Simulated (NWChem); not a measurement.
Molecule: BiH₂F; SMILES [F][BiH2]

def2 effective core potentials on Bi; no spin-orbit coupling.

Q: Give the equilibrium geometry at PBE-D3(BJ)/def2-SVP with def2 effective core potentials on Bi (NWChem) as an XYZ file, with the point group.

A: point group Cs; any orientation.
```
4

Bi     0.0281     0.1375     0.0000
H     -1.2747     0.2757    -1.2772
H     -1.2747     0.2757     1.2772
F      0.0764    -1.9297     0.0000
```
